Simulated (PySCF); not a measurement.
## BrSiN + H₂O → SiN(OH) + HBr

Level: PBE0 in the def2-TZVP basis family, all electrons, no relativity, computed in PySCF with density fitting; open shells unrestricted.

```csv
species,state and structure,E (Eh),ZPE (kJ/mol),H(298 K) − H(0) (kJ/mol),S° (J/(mol K))
BrSiN,"singlet, C∞v, Si–Br 2.171 Å, Si–N 1.559 Å; Br–Si–N 180.0°",-2917.86304,11.4,13.2,272.3
H₂O,"singlet, C2v, O–H 0.960 Å (×2); H–O–H 105.1°",-76.37736,56.5,9.9,188.7
SiN(OH),"singlet, Cs, O–H 0.962 Å, Si–N 1.559 Å, Si–O 1.616 Å; H–O–Si 120.9°, N–Si–O 178.9°",-419.77664,42.2,13.8,267.0
HBr,"singlet, C∞v, H–Br 1.421 Å",-2574.45811,16.0,8.7,198.5
```

(1) What is the electronic reaction energy?

(2) Add zero-point, thermal and entropy terms for 298.15 K and 1 bar.

## Answers

(1) At PBE0/def2-TZVP, ΔE = 14.8 kJ/mol from the differences of the total energies times 2625.5, uphill. 

(2) ΔZPE = -9.7 and Δ[H(298) − H(0)] = -0.6 kJ/mol give ΔH° = 4.5 kJ/mol. ΔS° = 4.5 J/(mol K), so ΔG° = 4.5 − 298.15 × (0.0045) = 3 kJ/mol and log₁₀K = -0.6.

Only the bonding shown was studied: isomers, or loss of a ligand pair, can lie lower.
